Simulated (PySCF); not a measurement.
# Electric field gradients and quadrupole coupling constants

Species: C2H2BrS (charge -1).
Z-matrix (Å and degrees, PBE0-D3(BJ)/def2-SVP geometry), rows numbered from 1:
```
C 
C   1  1.3525
S   2  1.6616  1  135.40
Br  2  2.1126  1  108.28  3   179.92
H   1  1.0903  2  122.78  3  -179.90
H   1  1.0947  2  117.85  3     0.09
```

Field gradients from the PBE0/pcSseg-1 density (PySCF, non-relativistic), principal values in atomic units, ordered |Vxx| ≤ |Vyy| ≤ |Vzz|:

| atom | Vxx | Vyy | Vzz |
| --- | --- | --- | --- |
| S3 | -0.9499 | -1.3028 | 2.2527 |
| Br4 | -2.7006 | -3.0645 | 5.7651 |

Problem. Find the asymmetry η = (Vxx − Vyy)/Vzz and the couplings χ = eQV/h (234.96 MHz × Q in barn × V in au), with Q(33S) = −0.0678 b, Q(79Br) = 0.313 b.

Solution. 
```json
{"atom": "S3", "environment": "sulfur bonded to C", "nucleus": "33S", "η": "0.16", "χzz (MHz)": "-35.89", "χxx (MHz)": "15.13", "χyy (MHz)": "20.75"}
{"atom": "Br4", "environment": "vinyl bromine", "nucleus": "79Br", "η": "0.06", "χzz (MHz)": "424.0", "χxx (MHz)": "-198.6", "χyy (MHz)": "-225.4"}
```

The tensor is traceless: Vxx + Vyy + Vzz = 0.

Problem. What is Vzz at S3 in SI units (1 au = 9.71736 × 10²¹ V/m²)?

Solution. 2.2527 au = 21.891 × 10²¹ V/m².

Problem. And the gradient at the other heavy atoms, for which no coupling is worked out here?

Solution. 
| atom | environment | Vzz (au) | η |
| --- | --- | --- | --- |
| C1 | carbon bonded to C and 2 H | 0.029 | 0.54 |
| C2 | fully substituted alkene carbon | -0.479 | 0.82 |

Were the hydrogens deuterons (Q(2H) = 0.00286 b), χzz would run from 213 kHz (H6) to 216 kHz (H5).

Isolated species at its PBE0-D3(BJ)/def2-SVP geometry, gas phase. The calculation is non-relativistic, for bromine too. The pcSseg-1 basis has no diffuse functions, a weakness for an anion. With a basis this small, the couplings can be 20 % off.
